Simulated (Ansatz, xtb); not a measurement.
Stretching the C1–Al2 bond in CH5Al (SMILES [CH3][AlH2]) (multiplicity 1 held, fragments rigid). Energies count from the point at 1.955 Å.
Geometry at that point (charge 0, multiplicity 1):
```xyz
7

C     -1.235    -0.095    -0.001
Al     0.714     0.049    -0.003
H     -1.680     0.544    -0.770
H     -1.592    -1.114    -0.156
H     -1.639     0.256     0.956
H      1.399     1.478     0.030
H      1.636    -1.239    -0.022
```

Restricted levels (R-, RO-) in cc, def2 and unpolarised 6-31G sets keep to the state of the molecule at rest. U- levels take the lowest unrestricted solution at each point, which mixes spins at long bonds. Active spaces are followed from a long bond inwards. Left out are points that failed, MP2 points in a non-variational dive below the minimum, coupled-cluster points behind a sign of a changed root (a jump of the amplitudes, or a one-step jump against full CI or MRCI), small-basis points behind a change of solution, and semi-empirical points at long bonds. Levels need not reach the same state.

Cores are frozen in the correlated methods.

Programs: Ansatz (Gaussian orbitals); xtb for the GFN methods.  The GFN methods have no spin term and hold the electronic entropy of 300 K.

Energies in kJ/mol.

```json
[
 {"R (Å)": "1.564", "GFN2-xTB": "[?]", "R-HF/cc-pV(D+d)Z": "215", "U-MP2/cc-pV(D+d)Z": "210", "FIC-NEVPT4(SD) on CASSCF(2,2)/cc-pV(D+d)Z": "211", "FIC-MRCISD on CASSCF(2,2)/cc-pV(D+d)Z": "212", "FIC-MRCISD+Q on CASSCF(2,2)/cc-pV(D+d)Z": "212"},
 {"R (Å)": "1.759", "GFN2-xTB": "52", "R-HF/cc-pV(D+d)Z": "41", "U-MP2/cc-pV(D+d)Z": "40", "FIC-NEVPT4(SD) on CASSCF(2,2)/cc-pV(D+d)Z": "41", "FIC-MRCISD on CASSCF(2,2)/cc-pV(D+d)Z": "41", "FIC-MRCISD+Q on CASSCF(2,2)/cc-pV(D+d)Z": "41"},
 {"R (Å)": "1.955", "GFN2-xTB": "0", "R-HF/cc-pV(D+d)Z": "0", "U-MP2/cc-pV(D+d)Z": "0", "FIC-NEVPT4(SD) on CASSCF(2,2)/cc-pV(D+d)Z": "0", "FIC-MRCISD on CASSCF(2,2)/cc-pV(D+d)Z": "0", "FIC-MRCISD+Q on CASSCF(2,2)/cc-pV(D+d)Z": "0"},
 {"R (Å)": "2.150", "GFN2-xTB": "13", "R-HF/cc-pV(D+d)Z": "20", "U-MP2/cc-pV(D+d)Z": "19", "FIC-NEVPT4(SD) on CASSCF(2,2)/cc-pV(D+d)Z": "17", "FIC-MRCISD on CASSCF(2,2)/cc-pV(D+d)Z": "17", "FIC-MRCISD+Q on CASSCF(2,2)/cc-pV(D+d)Z": "17"},
 {"R (Å)": "2.346", "GFN2-xTB": "[?]", "R-HF/cc-pV(D+d)Z": "66", "U-MP2/cc-pV(D+d)Z": "64", "FIC-NEVPT4(SD) on CASSCF(2,2)/cc-pV(D+d)Z": "59", "FIC-MRCISD on CASSCF(2,2)/cc-pV(D+d)Z": "59", "FIC-MRCISD+Q on CASSCF(2,2)/cc-pV(D+d)Z": "60"},
 {"R (Å)": "2.639", "GFN2-xTB": "126", "R-HF/cc-pV(D+d)Z": "153", "U-MP2/cc-pV(D+d)Z": "146", "FIC-NEVPT4(SD) on CASSCF(2,2)/cc-pV(D+d)Z": "135", "FIC-MRCISD on CASSCF(2,2)/cc-pV(D+d)Z": "135", "FIC-MRCISD+Q on CASSCF(2,2)/cc-pV(D+d)Z": "136"},
 {"R (Å)": "2.932", "GFN2-xTB": "[?]", "R-HF/cc-pV(D+d)Z": "241", "U-MP2/cc-pV(D+d)Z": "266", "FIC-NEVPT4(SD) on CASSCF(2,2)/cc-pV(D+d)Z": "207", "FIC-MRCISD on CASSCF(2,2)/cc-pV(D+d)Z": "206", "FIC-MRCISD+Q on CASSCF(2,2)/cc-pV(D+d)Z": "208"},
 {"R (Å)": "3.421", "GFN2-xTB": "309", "R-HF/cc-pV(D+d)Z": "370", "U-MP2/cc-pV(D+d)Z": "347", "FIC-NEVPT4(SD) on CASSCF(2,2)/cc-pV(D+d)Z": "294", "FIC-MRCISD on CASSCF(2,2)/cc-pV(D+d)Z": "293", "FIC-MRCISD+Q on CASSCF(2,2)/cc-pV(D+d)Z": "295"},
 {"R (Å)": "3.910", "GFN2-xTB": "383", "R-HF/cc-pV(D+d)Z": "473", "U-MP2/cc-pV(D+d)Z": "369", "FIC-NEVPT4(SD) on CASSCF(2,2)/cc-pV(D+d)Z": "339", "FIC-MRCISD on CASSCF(2,2)/cc-pV(D+d)Z": "336", "FIC-MRCISD+Q on CASSCF(2,2)/cc-pV(D+d)Z": "340"},
 {"R (Å)": "4.496", "GFN2-xTB": "432", "R-HF/cc-pV(D+d)Z": "568", "U-MP2/cc-pV(D+d)Z": "376", "FIC-NEVPT4(SD) on CASSCF(2,2)/cc-pV(D+d)Z": "359", "FIC-MRCISD on CASSCF(2,2)/cc-pV(D+d)Z": "355", "FIC-MRCISD+Q on CASSCF(2,2)/cc-pV(D+d)Z": "359"},
 {"R (Å)": "5.278", "GFN2-xTB": "left out", "R-HF/cc-pV(D+d)Z": "656", "U-MP2/cc-pV(D+d)Z": "378", "FIC-NEVPT4(SD) on CASSCF(2,2)/cc-pV(D+d)Z": "365", "FIC-MRCISD on CASSCF(2,2)/cc-pV(D+d)Z": "361", "FIC-MRCISD+Q on CASSCF(2,2)/cc-pV(D+d)Z": "365"},
 {"R (Å)": "6.256", "GFN2-xTB": "left out", "R-HF/cc-pV(D+d)Z": "719", "U-MP2/cc-pV(D+d)Z": "378", "FIC-NEVPT4(SD) on CASSCF(2,2)/cc-pV(D+d)Z": "366", "FIC-MRCISD on CASSCF(2,2)/cc-pV(D+d)Z": "362", "FIC-MRCISD+Q on CASSCF(2,2)/cc-pV(D+d)Z": "366"}
]
```

**Question.** Fill in the missing entries.

**Answer.** 
- 1.564, GFN2-xTB: 277
- 2.932, GFN2-xTB: 201
- 2.346, GFN2-xTB: 52

Doubts at one or more of the structures used: a restricted determinant that unrestricted orbitals would lower (R-HF/cc-pV(D+d)Z); a spin-contaminated determinant (U-MP2/cc-pV(D+d)Z).

Ansatz is a first-principles code.
